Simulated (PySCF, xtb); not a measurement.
CH₅N₂, SMILES NC=[NH2+], charge +1. One conformer was computed; it need not be the lowest.

Harmonic wavenumbers (cm⁻¹) from GFN2-xTB (xtb) at its own minimum, in rising order: 489, 555, 630, 661, 682, 940, 1000, 1068, 1281, 1332, 1400, 1476, 1706, 3031, 3382, 3398, 3446, 3452.

### Question
What does PBE0-D3(BJ)/def2-TZVP (PySCF 2.14.0) give at its own minimum? (The exact figures need the calculation; the answer reports its results.)

### Answer
520, 550, 610, 635, 728, 1038, 1087, 1137, 1387, 1425, 1616, 1694, 1795, 3217, 3568, 3584, 3688, 3689. Paired by order, the mean absolute difference is 119 cm⁻¹ and the zero-point energies are 42.8 and 45.7 kcal/mol.
